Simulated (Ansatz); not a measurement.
Computed with Ansatz on PBE0-D4/def2-TZVP structures; ΔE is electronic, products minus reactants. CCSD(T)/CBS adds triple-zeta CCSD(T) − MP2 to the extrapolated MP2 energy (def2 sets, frozen cores). DFT in def2-TZVPP. B3LYP here is the variant with VWN-RPA as its local correlation; programs differ in this. Elements past krypton have def2 core potentials. For In outer-core shells are correlated without core-valence functions, which leaves a few kJ/mol of doubt a bond. One conformer a species, not always the lowest.

Reaction (redistribution): `CO[Si]([SiH3])(Cl)Cl` + `C=[CH][InH2]` → `CO[SiH]([SiH3])Cl` + `C=[CH][InH][Cl]`

Problem. Is it downhill or uphill in electronic energy at CCSD(T)/CBS, and by how much? (Best estimate.)

Solution. Ansatz gave: Downhill: ΔE = -0.33 eV.

Problem. What do these levels give: PBE-D4, BLYP-D4, B3LYP-D4, ωB97M-V, BLYP, BHLYP, CCSD/def2-SVP, CCSD(T)/def2-SVP, CCSD/def2-TZVPP, CCSD(T)/def2-TZVPP, HF/CBS(def2), CCSD/CBS(def2)? (Estimate.)

Solution. The calculation gave: PBE-D4 -0.26, BLYP-D4 -0.28, B3LYP-D4 -0.29, ωB97M-V -0.24, BLYP -0.37, BHLYP -0.37, CCSD/def2-SVP -0.36, CCSD(T)/def2-SVP -0.35, CCSD/def2-TZVPP -0.31, CCSD(T)/def2-TZVPP -0.30, HF/CBS(def2) -0.43, CCSD/CBS(def2) -0.35 eV.

Largest T1 diagnostic among the species: 0.013.

In def2-TZVPP, CCSD(T) changes the Hartree–Fock value by +0.13 eV (the triples alone add +0.02 eV) and MP2 by +0.15 eV. The D4 term adds +0.07 eV with B3LYP and +0.04 eV with PBE0; it sums over pairs of atoms, weighted by their polarisabilities, and B3LYP, whose exchange is more repulsive, gets the larger term. Leaving LDA and LC-ωPBE aside and taking each functional with its dispersion term where it has one, the values, not all of them listed here, spread over 0.11 eV, from B2PLYP to B97M-V. LDA lies +0.10 eV from PBE without D4.
